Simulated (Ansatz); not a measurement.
Reaction (hydrogenolysis of the Si–C bond): `CC[Si](N)(N)F` + H₂ → `N[SiH](N)F` + ethane

Program: Ansatz. Geometries: PBE0-D4/def2-TZVP. ΔE: electronic, gas phase. CCSD(T)/CBS is the MP2 limit (def2-TZVPP, def2-QZVPP) plus CCSD(T) − MP2 in def2-TZVPP, frozen cores. This one scheme is used for every species. Functionals use def2-TZVPP. B3LYP here is the variant with VWN-RPA as its local correlation; programs differ in this. One conformer a species, not always the lowest.

Question: Is it downhill or uphill in electronic energy at CCSD(T)/CBS, and by how much? (Best estimate.)

Answer: The calculation gave: Downhill: ΔE = -5.3 kcal/mol.

Question: What do these levels give: PBE0-D4, B2PLYP, PBE, PBE0, B3LYP, HF/def2-TZVPP, MP2/def2-TZVPP, SCS-MP2/def2-TZVPP, HF/def2-QZVPP, HF/CBS(def2), MP2/CBS(def2), CCSD/CBS(def2)? (Best estimate.)

Answer: Ansatz gave: PBE0-D4 -5.2, B2PLYP -7.7, PBE -7.0, PBE0 -7.4, B3LYP -9.4, HF/def2-TZVPP -12.6, MP2/def2-TZVPP -4.7, SCS-MP2/def2-TZVPP -6.5, HF/def2-QZVPP -12.8, HF/CBS(def2) -12.8, MP2/CBS(def2) -4.3, CCSD/CBS(def2) -6.5 kcal/mol.

Largest T1 diagnostic among the species: 0.010.

The D4 term adds +3.9 kcal/mol with B3LYP and +2.2 kcal/mol with PBE0; it sums over pairs of atoms, weighted by their polarisabilities, and B3LYP, whose exchange is more repulsive, gets the larger term. In def2-TZVPP, CCSD(T) changes the Hartree–Fock value by +6.9 kcal/mol (the triples alone add +1.2 kcal/mol) and MP2 by +8.0 kcal/mol.
